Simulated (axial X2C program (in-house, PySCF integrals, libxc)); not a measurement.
**Levels of LiIn⁺ by electron attachment to LiIn²⁺ (EOM-EA-CCSD)**

Computed with an axial X2C code built on PySCF integrals: two-component X2C with atomic mean-field Coulomb and Gaunt terms, Gaussian nuclei, basis In dyall-acv3z, Li dyall-acv3z with contracted cores.

R = 3.210 Å (near the PBE0 minimum at charge 1 of the determinant lowest at the starting distance; the state shown can have its own minimum elsewhere).

Hartree–Fock spinors of LiIn²⁺ (one of each Kramers pair; a window near the gap, which can cut inner shells):

```csv
ω,occupied,ε (eV),character
1/2,yes,-21.94,"79% In s, 10% Li p, 6% Li d"
1/2,no,-10.38,"65% In p, 20% Li s, 8% Li p"
1/2,no,-9.34,"82% In p, 11% Li p, 6% Li d"
3/2,no,-9.18,"80% In p, 12% Li p, 7% Li d"
1/2,no,-7.62,"48% Li s, 22% Li p, 13% In p"
1/2,no,-6.56,"66% Li p, 18% In d, 11% In p"
3/2,no,-6.53,"65% Li p, 18% In d, 12% In p"
```

Levels of LiIn⁺ obtained by attaching an electron to LiIn²⁺:

```
  Ω  binding energy (eV)  above lowest (cm⁻¹)                  attached spinor  one-particle weight
1/2               10.914                    0   65% In pσ, 18% Li sσ, 8% Li pσ                 0.97
1/2                9.910                 8092    83% In pπ, 9% Li pπ, 6% Li dπ                 0.97
3/2                9.747                 9405   83% In pπ, 10% Li pπ, 7% Li dπ                 0.97
1/2                7.894                24353  50% Li sσ, 17% Li pσ, 14% In pσ                 0.98
1/2                6.935                32093   67% Li pπ, 20% In dπ, 9% In pπ                 0.97
3/2                6.913                32266  66% Li pπ, 20% In dπ, 10% In pπ                 0.96
1/2                5.822                41066   51% Li pσ, 27% In sσ, 9% In pσ                 0.96
```

Task: Take the first Ω = 1/2 and Ω = 3/2 rows of π character: how far apart are they, and which lies lower?

Result: E(3/2) − E(1/2) = 9405 − 8092 = 1313 cm⁻¹ at EOM-EA-CCSD: regular, Ω = 1/2 lower. Splittings at this level can be off by ten to twenty per cent.

This point took 12 s on 1 thread of Arm Neoverse V1, with other jobs on the host.

Reference electrons by ω block (each with its −ω partner): 1/2: 16, 3/2: 7, 5/2: 2. 12 electrons of LiIn²⁺ correlated (inner shells frozen), 92 natural virtual spinors (a truncated set); levels can be off by some tenths of an eV. Roots sought by Ω: (1/2: 5, 3/2: 4, 5/2: 2, 7/2: 1); the list ends where they run out and leaves out roots under 60 % one-particle weight. The solver can skip a root, and states that need a further excitation, which the method places far too high, are missing though they may lie low or lowest. T1 of the reference 0.014 (Lee–Taylor). The reference was not checked to be the lowest state of its species. Number of frozen shells: In 4 s, 3 p, 1 d; Li 1 s.
